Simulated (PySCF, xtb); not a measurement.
GaH₄P, SMILES [GaH2][PH2].

GFN2-xTB in xtb at its own geometry gives an orbital gap of 4.15 eV and a dipole moment of 1.56 D.

Geometry: r2SCAN-D4/def2-TZVP.

What does CAM-B3LYP/def2-TZVPD in PySCF give? (The exact figures need the calculation; the answer reports its results.)

gap 7.63 eV (levels -8.48 and -0.84 eV), dipole 0.69 D.
